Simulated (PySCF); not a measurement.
## Electron correlation in Al³⁺ (aluminium, charge +3)

Starting occupation: [Ne]. Computed with PySCF 2.14 in an even-tempered Gaussian basis (20 s from 0.031 bohr⁻², ratio 2.6; 13 p from 0.04 bohr⁻², ratio 2.6; 7 d from 0.041 bohr⁻², ratio 2.8; 3 f from 5.3 bohr⁻², ratio 2.8), with X2C-1e with screened-nucleus spin-orbit coupling, Gaussian nucleus. Frozen: 1s2; 8 electrons correlated; the 46 highest virtual spinors left out.

MP2 pair energies summed by pair of shells (mhartree):

```csv
pair,energy,share (%)
2p1/2-2p3/2,-92.70,33.2
2p3/2-2p3/2,-87.54,31.3
2p3/2-2s1/2,-45.40,16.2
2p1/2-2s1/2,-22.73,8.1
2p1/2-2p1/2,-20.64,7.4
2s1/2-2s1/2,-10.54,3.8
```

Total MP2 correlation energy: -279.56 mhartree.

The virtual space was cut to 50 spinors, which keep -219.99 of the -279.56 mhartree of MP2 correlation.

```tsv
level	correlation energy (mhartree)
CCSD	-223.38
(T)	-0.68
CCSD(T)	-224.06
```

Diagnostics: T1 = 0.0015, largest double amplitude 0.019.

Cost of the coupled-cluster step: about 19 core-seconds, for 8 occupied and 50 virtual spinors.

The coupled-cluster values are those of the cut space; adding the MP2 remainder, -59.57 mhartree, estimates the full space.
